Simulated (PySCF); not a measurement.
Structure problem from calculated spectra and properties.

Formula: CH5BeN.

- XPS: Be1s 119.5, C1s 289.5, N1s 404.2 eV [ΔSCF SCAN, pcX-2 on the ionised atom, pcseg-1 elsewhere, spin-free X2C]
- Dipole: 1.03 D [CAM-B3LYP/def2-SVPD]
- Couplings: largest of the computed one-bond spin–spin couplings (means over like bonds): 13C–1H +121.6 (×3), 15N–1H -76.2 (×2) Hz [B3LYP/pcJ-1]
- 13C NMR: chemical shifts (computed TMS as zero) by class: -18.9 (1 C) ppm [GIAO PBE0/pcSseg-1]
- Triplet: lowest triplet excitation (Tamm–Dancoff): 5.75 eV [TDA CAM-B3LYP/def2-SVPD]
- Rotational structure: rotational constants A, B, C: 111.556, 5.663, 5.578 GHz [PBE0-D3(BJ)/def2-SVP]
- 1H NMR: chemical shifts (computed TMS as zero) by class: 0.81 (2 H), -0.65 (3 H) ppm [GIAO PBE0/pcSseg-1]
- Polarisability: 37.9 au [CAM-B3LYP/def2-SVPD]

The electronic properties come from PySCF, for the isolated species, density fitting. Levels stand in brackets. Geometry: PBE0-D3(BJ)/def2-SVP; no solvent, vibrations or thermal averaging. Each NMR value is the plain mean over a class of atoms that symmetry, rotation or inversion makes alike.

**Question.** Propose a structure and show how it fits.

**Answer.** The one carbon: carbon bonded to Be and 3 H (-18.9 ppm). Hydrogen classes from least to most shielded: 2 H on a nitrogen bonded to Be and 2 H (0.81 ppm), 3 H on a carbon bonded to Be and 3 H (-0.65 ppm). The couplings run between: +121.6 Hz, carbon bonded to Be and 3 H and its hydrogen (with 2 like pairs); -76.2 Hz, nitrogen bonded to Be and 2 H and its hydrogen (with 1 like pair). The core levels belong to: Be1s 119.5 eV, beryllium bonded to C and N; C1s 289.5 eV, carbon bonded to Be and 3 H; N1s 404.2 eV, nitrogen bonded to Be and 2 H. By its constants the optimised geometry is a nearly prolate symmetric top. Structure: `[CH3][Be][NH2]` (BeMe(NH2)). The assignments are read from this structure; whether some other isomer fits the data as well wasn't checked.
